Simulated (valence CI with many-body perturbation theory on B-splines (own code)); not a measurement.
## Hyperfine factors and g values of Rh²³⁺

Computed by configuration interaction combined with many-body perturbation theory (CI+MBPT): four valence electrons over a frozen Dirac-Fock core [Ar], a basis of 9 s, 9 p, 10 d, 8 f, 5 g, 3 h, 1 i functions for each j, with the one-electron correlation potential Σ1 (screened to all orders), the two-electron term Σ2, the three-electron term Σ3, Breit, model QED; selected single and double excitations, second order for the rest (own B-spline code, finite nucleus).

No measured levels were compared; by estimate terms of the open shell hold to 2 to 4 % of their energy, and close levels can change places. Core correlation moves these levels by up to 9700 cm⁻¹, and in measured spectra 5 to 20 % of such shifts remained as error; rates that hang on mixing are uncertain with them. Only levels of the ground parity were solved; by the run's estimate the other parity begins above the list, which can be wrong where configurations are misplaced.

A/g_I is the dipole constant over the nuclear g factor μ/I (μ in nuclear magnetons, uniformly magnetised nucleus), B/Q the quadrupole constant per barn. Both hold the static response of the core; the bare values leave it out. Large factors of s and p1/2 electrons are usually good to 5 to 10 %; those of open d and f shells near neutrality can be off by tens of per cent, and small factors of p3/2, d and f electrons come from cancelling terms and can be off by a factor of two or in sign, in half-filled shells by more. B is blank for J = 1/2, where it vanishes, and for nearly pure S terms. Energies count from the lowest level. Levels with J = 0 are left out.

Names give the largest LS component (configuration and term), which can be under half, so a name can repeat, a term be missing and a line seem to break the LS rules; names also repeat where a configuration has a term twice. Letters in brackets count levels of one name in rising energy.

| Level | E (cm⁻¹) | g | A/g_I (MHz) | A/g_I bare | B/Q (MHz/b) | B/Q bare |
| --- | --- | --- | --- | --- | --- | --- |
| 3d⁴ ⁵D_1 | 19183 | 1.496 | 44.6 | 456 | 3910 | 4000 |
| 3d⁴ ⁵D_2 | 36029 | 1.475 | 2570 | 2950 | 2950 | 3020 |
| 3d⁴ ⁵D_3 | 49381 | 1.457 | 4510 | 4870 | -2190 | -2240 |
| 3d⁴ ⁵D_4 | 58366 | 1.408 | 6310 | 6630 | -9810 | -10100 |
| 3d⁴ ³H_4 | 97658 | 0.965 | 9130 | 9140 | 3690 | 3770 |
| 3d⁴ ³G_3 | 117220 | 0.900 | 9650 | 9610 | 1490 | 1530 |
| 3d⁴ ³H_5 | 121350 | 1.069 | 8520 | 8600 | 7860 | 8050 |
| 3d⁴ ³F_2 [a] | 121470 | 0.789 | 9470 | 9360 | 3060 | 3140 |
| 3d⁴ ³P_1 [a] | 122340 | 1.393 | 6130 | 6440 | -541 | -563 |
| 3d⁴ ³H_6 | 130980 | 1.123 | 8640 | 8750 | 7700 | 7880 |
| 3d⁴ ³G_4 | 143450 | 1.039 | 8940 | 9000 | -4070 | -4170 |
| 3d⁴ ³P_2 [a] | 149580 | 1.291 | 6290 | 6530 | 705 | 715 |
| 3d⁴ ³F_4 [a] | 151560 | 1.119 | 7510 | 7630 | 446 | 457 |
| 3d⁴ ³F_3 [a] | 158150 | 1.120 | 8490 | 8610 | 1370 | 1400 |
| 3d⁴ ³D_3 | 167800 | 1.136 | 6550 | 6680 | 967 | 992 |
| 3d⁴ ³G_5 | 176300 | 1.158 | 7290 | 7430 | -5040 | -5160 |
| 3d⁴ ³P_2 [b] | 178730 | 1.165 | 9460 | 9600 | 2790 | 2860 |
| 3d⁴ ¹I_6 | 186800 | 1.037 | 8670 | 8730 | 11300 | 11600 |
| 3d⁴ ³D_1 | 187330 | 0.618 | 11900 | 11700 | 2890 | 2970 |
| 3d⁴ ¹G_4 [a] | 211420 | 1.073 | 7300 | 7390 | 2540 | 2610 |
| 3d⁴ ³P_2 [c] | 220360 | 1.118 | 8160 | 8270 | 2060 | 2110 |
| 3d⁴ ¹F_3 | 230080 | 1.050 | 8170 | 8240 | 9830 | 10100 |
| 3d⁴ ³P_2 [d] | 249000 | 1.317 | 6190 | 6450 | 3660 | 3760 |
| 3d⁴ ³F_4 [b] | 261020 | 1.185 | 6250 | 6420 | 4050 | 4150 |
| 3d⁴ ³F_2 [b] | 273200 | 0.824 | 11000 | 10900 | 8800 | 9010 |
| 3d⁴ ³F_3 [b] | 276090 | 1.068 | 8930 | 9010 | 11400 | 11700 |
| 3d⁴ ³P_1 [b] | 280720 | 1.483 | 1560 | 1950 | -3920 | -4010 |
| 3d⁴ ¹G_4 [b] | 296550 | 1.039 | 9130 | 9190 | 5990 | 6140 |
| 3d⁴ ¹D_2 | 366210 | 0.998 | 8580 | 8610 | -13500 | -13800 |

Take the isotope of mass number 103, with I = 1/2, μ = -0.08829 μN. What is the hyperfine structure of 3d⁴ ³H_5?

From the table A = -1500 MHz. Shifts from the centre of gravity in MHz: F = 9/2: 4500, F = 11/2: -3750.
